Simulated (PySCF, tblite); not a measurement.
C₅H₁₁NOSi.
SMILES with atom numbers: `[CH3:1][C:2]([CH3:3])([CH2:4][C:5]#[N:6])[O:7][SiH3:8]` (hydrogens: H9, H10, H11 on C1; H12, H13, H14 on C3; H15, H16 on C4; H17, H18, H19 on Si8)

Computed geometry: GFN2-xTB, gas phase.

**Question.** What internal coordinates does the optimisation give?

**Answer.** 
| bond | length (bohr) |
| --- | --- |
| C1–C2, C2–C3 | 2.891 |
| C2–C4 | 2.925 |
| C4–C5 | 2.715 |
| C5≡N6 | 2.161 |
| C2–O7 | 2.648 |
| O7–Si8 | 3.054 |
| C1–H9 and 5 like bonds | 2.055 |
| C4–H15, C4–H16 | 2.066 |
| Si8–H17 | 2.745 |
| Si8–H18, Si8–H19 | 2.773 |

Bonds in one row agree within 0.02 bohr and their mean is given. A selection of angles:
| angle | degrees |
| --- | --- |
| C2–C1–H9 | 109.6 |
| H9–C1–H10 | 108.3 |
| H9–C1–H11 | 109.2 |
| C1–C2–C3 | 110.5 |
| C1–C2–C4 | 110.0 |
| C1–C2–O7 | 107.0 |
| C3–C2–O7 | 111.1 |
| C4–C2–O7 | 108.6 |
| C2–C4–C5 | 112.1 |
| C2–C4–H15 | 109.1 |
| C5–C4–H15 | 109.1 |
| H15–C4–H16 | 108.5 |
| C4–C5–N6 | 179.5 |
| C2–O7–Si8 | 134.8 |
| O7–Si8–H17 | 99.0 |
| O7–Si8–H18 | 111.8 |
| H17–Si8–H18 | 112.6 |
| H18–Si8–H19 | 107.4 |

Torsions: C1–C2–C4–C5 60° (synclinal); C1–C2–O7–Si8 -174° (antiperiplanar). The mirror-image conformer, all signs reversed, is as good.

Of the pairs four or more bonds apart, C5···H11 is among the closest relative to their van der Waals radii: 2.63 Å, 91 % of the sum of Bondi's values. The C–C distances run from 1.437 Å (C4–C5, drawn single) to 1.548 Å (C2–C4, drawn single), a spread of 0.111 Å. Si8 (oxygen-bound silicon) is distorted tetrahedral (angles from 99.0° to 113.5°). O7 (silyl ether oxygen) is bent (angle 134.8°).

Point group: C1 (no symmetry element, even within 0.4 Å). Its GFN2-xTB frequencies are all real (lowest 24 cm⁻¹). One conformer, not necessarily the lowest. 2 starts were optimised and ended at 0.00 and 0.82 kcal/mol (GFN2-xTB); the lowest of these is shown.
